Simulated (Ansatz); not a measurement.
One change: `C#[C][GaH][CH3]` becomes `C#[C][GaH2]`.

Ansatz, PBE0-D4/def2-TZVP geometries, multiplicity 1. 

Scalar relativity is left out up to krypton.

```tsv
property	`C#[C][GaH][CH3]`
HOMO energy (ωB97M-V/def2-TZVPP) / eV	-9.91
size of the dipole moment (PBE/def2-TZVPP) / D	0.72
ideal-gas entropy at 298 K and 1 bar (rigid rotor, harmonic PBE0-D4/def2-TZVP) / J/(mol·K)	346
HOMO–LUMO gap (ωB97M-V/def2-TZVPP) / eV	10.07
HOMO–LUMO gap (PBE/def2-TZVPP) / eV	4.12
size of the dipole moment (ωB97M-V/def2-TZVPP) / D	0.66
```

(1) Give the same properties after the change, and the shifts. (Best estimate.)

Answers

(1) The calculation gave: 
```
                                                                                  property  `C#[C][GaH2]`  shift
                                                     HOMO energy (ωB97M-V/def2-TZVPP) / eV         -10.16  -0.25
                                            size of the dipole moment (PBE/def2-TZVPP) / D           0.25  -0.47
ideal-gas entropy at 298 K and 1 bar (rigid rotor, harmonic PBE0-D4/def2-TZVP) / J/(mol·K)            284    -62
                                                   HOMO–LUMO gap (ωB97M-V/def2-TZVPP) / eV           9.93  -0.14
                                                       HOMO–LUMO gap (PBE/def2-TZVPP) / eV           3.96  -0.16
                                        size of the dipole moment (ωB97M-V/def2-TZVPP) / D           0.17  -0.49
```

With PBE0 the HOMO falls by 0.24 eV and the LUMO falls by 0.40 eV, so the gap narrows by about 0.16 eV. PBE moves the HOMO by -0.24 eV and ωB97M-V by -0.25 eV. The zero-point energy changes by -76.6 kJ/mol with -9 modes. Dipoles are sizes alone; their direction can turn. Modes under 60 cm⁻¹, often nearly free rotors, make the harmonic entropy too high.
